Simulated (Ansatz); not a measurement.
Relaxation of BrGeH3S (6 atoms, charge 0, multiplicity 1), to a largest force component of 0.03 eV/Å in at most 50 steps.

Computed with RKS PBE-D4/def2-SVP (Ansatz).

```xyz
6
Properties=species:S:1:pos:R:3
Ge -0.111 0.715 0.824
Br -0.565 -1.721 -1.919
S 1.884 0.341 0.487
H 0.682 -1.130 -1.371
H -0.964 1.712 -0.011
H -0.925 0.083 1.990
```

Q: Where does it end, and by what steps?

A: It converged. The force dipped under the threshold on the way, but the program's further checks kept it going. After 11 steps the energy has fallen by 0.048 eV; Br2 moved furthest, 0.42 Å.

| step | energy less start (eV) | largest force component (eV/Å) | accepted |
| --- | --- | --- | --- |
| 0 | 0.0000 | 0.603 | yes |
| 1 | -0.0300 | 0.170 | yes |
| 2 | -0.0352 | 0.098 | yes |
| 3 | -0.0359 | 0.403 | yes |
| 4 | -0.0346 | 0.230 | no |
| 5 | -0.0447 | 0.066 | yes |
| 6 | -0.0471 | 0.057 | yes |
| 7 | -0.0457 | 0.138 | no |
| 8 | -0.0474 | 0.031 | yes |
| 9 | -0.0481 | 0.005 | yes |
| 10 | -0.0480 | 0.038 | no |
| 11 | -0.0483 | 0.015 | yes |

```xyz
6
Properties=species:S:1:pos:R:3
Ge -0.093 0.639 0.686
Br -0.674 -1.487 -1.582
S 1.947 0.424 0.474
H 0.707 -1.164 -1.263
H -0.938 1.720 -0.049
H -0.948 -0.133 1.735
```

Time of the run: 6.9 s on 2 threads of AMD EPYC 9R45 96-Core Processor (Zen 5), with other jobs on the host, peak memory 0.16 GiB.
